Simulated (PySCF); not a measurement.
# Working out the excitation energy of Ge²⁺

Ge²⁺ [Ar] 3d10 4s2 (1S) → Ge²⁺ [Ar] 3d10 4s1 4p1 (3P). Computed with PySCF 2.14 in x2c-TZVPPall (6s5p4d1f, 48 functions), with scalar relativity by spin-free X2C-1e. Frozen: [Ne]. Energies in hartree (1 hartree = 27.21139 eV):

```tsv
part	Ge²⁺ (lower)	Ge²⁺ (upper)
UHF	-2096.217191	-2095.978810
MP2 opposite-spin	-0.205114	-0.171916
MP2 same-spin	-0.092723	-0.091776
```

Task: What does Hartree-Fock give?

Result: (-2095.978810) − (-2096.217191) = 0.238381 hartree = 6.487 eV.

Task: What do MP2 and SCS-MP2 (6/5 opposite-spin, 1/3 same-spin) give?

Result: The opposite-spin parts differ by 0.903 eV and the same-spin parts by 0.026 eV. MP2: 6.487 + (0.903) + (0.026) = 7.416 eV. SCS-MP2: 6.487 + 1.2 × (0.903) + (0.026)/3 = 7.579 eV.
